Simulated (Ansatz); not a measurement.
One change: `[GeH3][O]C1CO1` becomes `Cl[SiH2]OC1CO1`.

Ansatz, PBE0-D4/def2-TZVP geometries, multiplicity 1. Each molecule was computed in one conformer, which needn't be the lowest.

Scalar relativity is left out up to krypton.

```csv
property,`[GeH3][O]C1CO1`
LUMO energy (PBE0/def2-TZVPP) / eV,0.15
HOMO–LUMO gap (PBE0/def2-TZVPP) / eV,7.94
LUMO energy (PBE/def2-TZVPP) / eV,-0.71
HOMO energy (PBE0/def2-TZVPP) / eV,-7.79
HOMO energy (PBE/def2-TZVPP) / eV,-6.31
size of the dipole moment (ωB97M-V/def2-TZVPP) / D,3.11
```

Problem. What does the change do to each property? (Estimate.)

Solution. The calculation gave: 
```tsv
property	`Cl[SiH2]OC1CO1`	shift
LUMO energy (PBE0/def2-TZVPP) / eV	0.47	0.32
HOMO–LUMO gap (PBE0/def2-TZVPP) / eV	8.85	0.91
LUMO energy (PBE/def2-TZVPP) / eV	-0.42	0.29
HOMO energy (PBE0/def2-TZVPP) / eV	-8.39	-0.60
HOMO energy (PBE/def2-TZVPP) / eV	-6.76	-0.45
size of the dipole moment (ωB97M-V/def2-TZVPP) / D	1.73	-1.38
```

With PBE0 the HOMO falls by 0.60 eV and the LUMO rises by 0.32 eV, so the gap widens by about 0.92 eV. PBE moves the HOMO by -0.45 eV and ωB97M-V by -0.65 eV. Dipoles are sizes alone; their direction can turn.
